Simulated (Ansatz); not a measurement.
`C[Se][Ti]([OH])([F])[F]` and `[OH][Ti]([F])([F])[Br]` differ in one atom or group.

Ansatz, PBE0-D4/def2-TZVP geometries, multiplicity 1. Each molecule was computed in one conformer, which needn't be the lowest.

Scalar relativity is left out up to krypton.

```csv
property,`C[Se][Ti]([OH])([F])[F]`
HOMO energy (PBE/def2-TZVPP) / eV,-5.88
HOMO energy (ωB97M-V/def2-TZVPP) / eV,-9.08
LUMO energy (PBE/def2-TZVPP) / eV,-3.25
HOMO–LUMO gap (B3LYP/def2-TZVPP) / eV,4.20
HOMO–LUMO gap (PBE/def2-TZVPP) / eV,2.63
size of the dipole moment (PBE/def2-TZVPP) / D,1.27
```

**Question.** What does the change do to each property? (Best estimate.)

**Answer.** Ansatz gave: 
```tsv
property	`[OH][Ti]([F])([F])[Br]`	shift
HOMO energy (PBE/def2-TZVPP) / eV	-7.60	-1.72
HOMO energy (ωB97M-V/def2-TZVPP) / eV	-11.10	-2.02
LUMO energy (PBE/def2-TZVPP) / eV	-3.81	-0.56
HOMO–LUMO gap (B3LYP/def2-TZVPP) / eV	5.47	1.27
HOMO–LUMO gap (PBE/def2-TZVPP) / eV	3.80	1.17
size of the dipole moment (PBE/def2-TZVPP) / D	2.42	1.15
```

With PBE0 the HOMO falls by 1.93 eV and the LUMO falls by 0.59 eV, so the gap widens by about 1.34 eV. PBE moves the HOMO by -1.72 eV and ωB97M-V by -2.02 eV. Dipoles are sizes alone; their direction can turn.

B3LYP here is the variant with VWN-RPA as its local correlation; programs differ in this.

Spin–orbit coupling is left out; it splits and shifts lone-pair levels of the heavy atoms by tenths of an eV.
